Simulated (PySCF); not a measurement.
Compound: C₄H₈FN₂PSi.
SMILES with atom numbers: `[CH3:1][SiH:2]([CH3:3])[n:4]1[cH:5][p:6][c:7]([F:8])[n:9]1` (hydrogens: H10, H11, H12 on C1; H13 on Si2; H14, H15, H16 on C3; H17 on C5)

Geometry (PBE0-D3(BJ)/def2-SVP, Å), atoms numbered from 1 in this order:
```
atom  x, y, z in Å
C1    -0.869    1.688    1.039
Si2   -0.893   -0.070    0.426
C3    -1.932   -0.310   -1.100
N4     0.807   -0.522   -0.004
C5     1.590   -1.493    0.511
P6     3.158   -1.580   -0.217
C7     2.568   -0.220   -1.206
F8     3.276    0.378   -2.146
N9     1.358    0.210   -0.985
H10   -0.463    2.343    0.252
H11   -1.882    2.035    1.295
H12   -0.233    1.785    1.931
H13   -1.231   -1.043    1.507
H14   -1.936   -1.365   -1.413
H15   -1.515    0.293   -1.921
H16   -2.973    0.006   -0.927
H17    1.184   -2.114    1.313
```

Computed at PBE0/pcSseg-1 (PySCF, non-relativistic), with Q(14N) = 0.02044 b: N4, 14N (I = 1): χzz = 2.848 MHz, η = 0.535; N9, 14N (I = 1): χzz = -4.392 MHz, η = 0.745.

Question: Where would the pure quadrupole (NQR) lines of 14N at N4 fall for the rigid, isolated species?

Answer: From ν± = (3/4)|χ|(1 ± η/3) and ν0 = |χ|η/2: ν+ 2.517 MHz, ν− 1.756 MHz, ν0 0.762 MHz (pyrrole-type nitrogen).

Question: Find the zero-field quadrupole resonance frequencies of 14N at N9.

Answer: From ν± = (3/4)|χ|(1 ± η/3) and ν0 = |χ|η/2: ν+ 4.113 MHz, ν− 2.476 MHz, ν0 1.637 MHz (pyridine-type nitrogen).

In a crystal, neighbours and librations shift these lines. The small basis limits the accuracy of the gradients.

One conformer stands for the species.
